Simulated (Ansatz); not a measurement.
Energy difference R1 + R2 → P1 + P2, each structure at its B3LYP-D3(BJ)/def2-TZVP stationary point, reached from a drawn start (curvature not checked).
R1: H atom, charge 0, multiplicity 2.
P1: O2 (SMILES O=O), charge 0, multiplicity 3.
R2: O3 (SMILES O=[O+][O-]), charge 0, multiplicity 1.
P2: OH (SMILES [OH]), charge 0, multiplicity 2.

P less R. No zero-point or thermal terms; singlets are restricted closed shells; open shells are unrestricted; no spin–orbit coupling.

Frozen-core correlation throughout.

The values were computed with Ansatz (Gaussian orbitals). All values are computed, each at the level named.

Estimate the reaction energy that CCSD/aug-cc-pVTZ returns for this input.

-4.26 eV

Predict the reaction energy from SCS-MP2/aug-cc-pVTZ.

-3.03 eV

Give the reaction energy at the level CAM-B3LYP/def2-TZVPPD.

-4.14 eV

Ansatz is an electronic-structure program.
